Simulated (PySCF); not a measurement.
C₃H₁₂Si₂.
Structure used (PBE0-D3(BJ)/def2-SVP), in Å, numbered top down from 1:
```xyz
17
C3H12Si2 angstrom
C     -0.3435    1.2022   -0.7632
C     -0.4737   -0.2603   -0.3383
Si    -2.1686   -0.5973    0.4436
C      0.6470   -0.7101    0.6140
Si     2.4037   -0.5987   -0.0850
H      0.5983    1.3877   -1.3065
H     -1.1664    1.5104   -1.4266
H     -0.3512    1.8743    0.1109
H     -0.4323   -0.8907   -1.2465
H     -3.2765   -0.2309   -0.4941
H     -2.3170    0.2133    1.6943
H     -2.2972   -2.0452    0.7991
H      0.6158   -0.1236    1.5506
H      0.4975   -1.7613    0.9176
H      2.4338   -1.1643   -1.4710
H      2.9050    0.8091   -0.1437
H      3.3411   -1.3855    0.7749
```

Linear response at CAM-B3LYP/def2-SVPD (PySCF, frozen core in the response, non-relativistic).

Static isotropic polarisability: 94.36 au (13.98 Å³), principal values 81.8, 89.6, 111.7 au.

(1) What is the polarisability at 1064 nm and at the sodium D line?

(2) What is the isotropic C6 coefficient between two such molecules, C6 = (3/π)∫α(iω)² dω?

(3) Which effective excitation energy ω̄ makes London's formula C6 = (3/4)α²ω̄ exact here?

(4) How anisotropic is the static polarisability, by Δα² = ½[(α1 − α2)² + (α2 − α3)² + (α3 − α1)²]?

(5) What does −C6/R⁶ come to at R = 10 Å between centres?

(6) How many electrons N does the Slater–Kirkwood formula C6 = (3/4)·√N·α^(3/2) need to give this C6?

(7) What molar refraction at the D line follows from R = (4π/3)·N_A·α′, with α′ the polarisability volume?

(8) What n − 1 at the D line would an ideal gas of it have at 273.15 K and 1 atm (2.6868 × 10¹⁹ cm⁻³), by n − 1 = 2π·N·α′?

(9) What three-body coefficient follows from the one-pole estimate C9 = (3/4)·α·C6?

Results:

(1) 95.23 au at 1064 nm (+0.9 %), 97.29 au at 589.3 nm (+3.1 %). The rise at 589.3 nm is 3.35 times that at 1064 nm; a pure ω² law gives 3.26. The lowest singlet lies at 172 nm, shorter than both wavelengths.

(2) 3266 au (Eh·bohr⁶) by a ten-point quadrature over imaginary frequencies, which is 1950 eV·Å⁶ or 188 J·nm⁶/mol.

(3) ω̄ = 4·C6/(3α²) = 0.489 Eh = 13.3 eV. A one-pole form α(ω) = α/(1 − ω²/ω̄²) fitted to the 1064 nm value gives 12.2 eV.

(4) Δα = 26.8 au, or 0.28 of the isotropic value.

(5) -190 J/mol. This is the leading, orientation-averaged term; C8 and higher terms are left out.

(6) N = (4·C6/3)²/α³ = 22.6; the species has 58 electrons in all.

(7) α′ = 14.42 Å³ gives R = 36.37 cm³/mol, for isolated, non-vibrating species.

(8) 24.34 × 10⁻⁴, a formal value whether or not that pressure can be reached.

(9) 231000 au. This is an estimate from the two numbers above, not a computed integral.

One conformer stands for the species.
